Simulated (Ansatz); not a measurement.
Cl4Se, charge +1, doublet, geometry from GFN2-xTB (a state made from the parent by changing its charge; the spin is typed, not shown lowest); B97M-V/STO-3G (Ansatz, a first-principles code).

Input for Ansatz:
Ansatz 0.2 input:
```yaml
crystal:
  periodic: [false, false, false]
  atoms:
    - {symbol: Se, position_ang: [-0.00159498, 0.00389970, 0.25122790]}
    - {symbol: Cl, position_ang: [1.04149230, -1.30759797, -1.02550286]}
    - {symbol: Cl, position_ang: [1.74308011, 1.41318051, 0.79024394]}
    - {symbol: Cl, position_ang: [-1.02813305, 1.27493491, -1.07872989]}
    - {symbol: Cl, position_ang: [-1.75324939, -1.38831685, 0.81153300]}
basis:
  gaussian:
    orbitals: STO-3G
hamiltonian:
  xc: {name: B97M-V}
total_charge: 1
magnetization: {spin_polarized: true, initial_magnetization: 1}
```

It wrote (shortened):

```
Functional definition: B97M-V
569 factors; integrals over basis functions are off by at most 7.2e-6 eV
mean field evaluation 1: about -114141.5769 eV, gradient 2.7e1 eV
mean field evaluation 2: about -114125.1379 eV, gradient 4.5e1 eV
mean field evaluation 4: about -114148.9433 eV, gradient 4.0e0 eV
mean field evaluation 8: about -114149.2075 eV, gradient 3.9e-2 eV
mean field evaluation 16: about -114147.7149 eV, gradient 2.4e0 eV
mean field -114149.20750922 eV, -4194.9060028521 hartree, gradient 1.2e-5 eV, S^2 0.757080; 0 other end points of the search recorded, 0 dependent functions left out
reference -114149.20753486 eV, -4194.9060037943 hartree; 51, 50 occupied and 3, 4 virtual orbitals, 569 factors
Total energy: -114149.20753486 eV, -4194.9060037943 hartree
```
